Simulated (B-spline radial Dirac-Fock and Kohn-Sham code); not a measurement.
Method: relativistic Hartree-Fock (Dirac-Fock) wave functions, averaged over the configuration. Computed with a radial atomic solver.

**Question.** This computed X-ray form factor belongs to an atom or ion in its tabulated ground configuration. Which?

| sin θ/λ (Å⁻¹) | f₀ |
| --- | --- |
| 0.08 | 35.542 |
| 0.16 | 34.242 |
| 0.19 | 33.575 |
| 0.23 | 32.568 |
| 0.45 | 26.046 |
| 1.05 | 14.507 |
| 1.48 | 9.792 |
| 1.75 | 7.823 |
| 2.46 | 5.432 |

**Answer.** Ag¹¹⁺, with 36 electrons in [Ar] 3d10 4s2 4p6. f₀ tends to the number of electrons as s goes to zero, which the first rows give only roughly, and the rate of fall reflects the nuclear charge, 47.
